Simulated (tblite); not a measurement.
Method: GFN2-xTB as coded in tblite; computed harmonic values from a numerical Hessian at the method's own geometry, unscaled. This tight-binding method is rough: wavenumbers can miss measured ones by several per cent, in bad cases by 10 to 20. Modes of hydrogen on phosphorus and silicon can be 10 to 20 % off. One conformer each. Thermal functions are those of the rigid rotor and harmonic oscillator, without mixing of conformers.

Question: Order these by their heat capacity Cp at 500 K, highest first (cal/(mol K)).
A. `c1(C2CCCC2)sccc1`
B. `[H]/N=C\[C@@H]1CCC[C@H]2C[C@H]21`
C. `N#CCC[P@@H+]1C(F)=C1C(F)(F)F`
D. `C#C[C@H]1CCO[SiH2]CNC1`
E. `[C@H]1(C/C(=N/[H])CCC1)C=C`
F. `ClC1=C2C=NNC2=CC=C1`

Answer: D (68.9), C (63.2), A (61.9), E (59.7), B (58.7), F (48.5).

| SMILES | atoms | mass (u) | symmetry number | modes under 300 cm⁻¹ | ZPE (kcal/mol) | S translation (cal/(mol K)) | S rotation | S vibration | S | Cp |
| --- | --- | --- | --- | --- | --- | --- | --- | --- | --- | --- |
| C#C[C@H]1CCO[SiH2]CNC1 | 23 | 155.08 | 1 | 9 | 116.1 | 43.6 | 31.7 | 56.0 | 131.3 | 68.9 |
| N#CCC[P@@H+]1C(F)=C1C(F)(F)F | 17 | 198.01 | 1 | 10 | 61.6 | 44.3 | 32.7 | 69.8 | 146.8 | 63.2 |
| c1csc(C2CCCC2)c1 | 22 | 152.07 | 1 | 6 | 116.3 | 43.6 | 31.5 | 47.5 | 122.6 | 61.9 |
| [H]/N=C1\CCC[C@H](C=C)C1 | 22 | 123.10 | 1 | 5 | 120.9 | 42.9 | 30.6 | 44.0 | 117.6 | 59.7 |
| [H]/N=C\[C@@H]1CCC[C@H]2C[C@H]21 | 22 | 123.10 | 1 | 4 | 121.9 | 42.9 | 30.4 | 41.6 | 114.9 | 58.7 |
| Clc1cccc2[nH]ncc12 | 15 | 152.01 | 1 | 4 | 66.0 | 43.6 | 31.3 | 32.4 | 107.2 | 48.5 |

Entropies and Cp are for 500 K and 1 bar.
